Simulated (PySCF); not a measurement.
Isomers of C7H17BN2. The calculation used PBE0-D3(BJ)/def2-SVP geometry optimisation, gas phase in PySCF 2.14.0. Energies are electronic, without zero-point or thermal terms, for one conformer each. No frequencies were run at this level. Point groups hold within 0.08 Å.

Task: Order them by energy at this level, lowest first, and give relative energies in kcal/mol.
A. `[CH3:1]/[N:2]=[CH:3]/[CH2:4][N@+:5]1([CH3:6])[BH2-:7][CH2:8][CH2:9][CH2:10]1` with N2–C3–C4–N5 125°, C3–C4–N5–C6 177°, C4–N5–B7–C8 -112°, N5–B7–C8–C9 -33°, B7–C8–C9–C10 46°, C8–C9–C10–N5 -42°
B. `[CH3:1]/[N:2]=[CH:3]/[C@H:4]1[CH2:5][BH2-:6][N+:7]([CH3:8])([CH3:9])[CH2:10]1` with N2–C3–C4–C5 124°, C3–C4–C5–B6 128°, C4–C5–B6–N7 18°, C5–B6–N7–C8 -157°, B6–N7–C10–C4 44°

Result: B (0.0), A (2.5).

| SMILES | E (Eh) | E rel (kcal/mol) | dipole (D) | point group | A, B, C (MHz) |
| --- | --- | --- | --- | --- | --- |
| C/N=C/[C@H]1C[BH2-][N+](C)(C)C1 | -410.54074 | 0.0 | 3.89 | C1 | 2999, 637.2, 609.6 |
| C/N=C/C[N@+]1(C)[BH2-]CCC1 | -410.53668 | 2.5 | 3.00 | C1 | 1987, 863.7, 738.9 |

Task: How do the relative energies change in single points at PBE0/pcSseg-1 (no added dispersion term) on the same geometries?

Result: 
```tsv
SMILES	PBE0-D3(BJ)/def2-SVP (kcal/mol)	PBE0/pcSseg-1 (kcal/mol)	shift
C/N=C/[C@H]1C[BH2-][N+](C)(C)C1	0.0	0.0	0.0
C/N=C/C[N@+]1(C)[BH2-]CCC1	2.5	3.2	+0.7
```

Each column counts from its own lowest isomer. The order is unchanged; the largest shift is 0.7 kcal/mol.

Task: As an exercise, what shares would exp(−E/RT) give at 500 K from these electronic energies alone (no entropy, no degeneracies)?

Result: RT = 0.994 kcal/mol: C/N=C/[C@H]1C[BH2-][N+](C)(C)C1 92.8 %, C/N=C/C[N@+]1(C)[BH2-]CCC1 7.2 %.
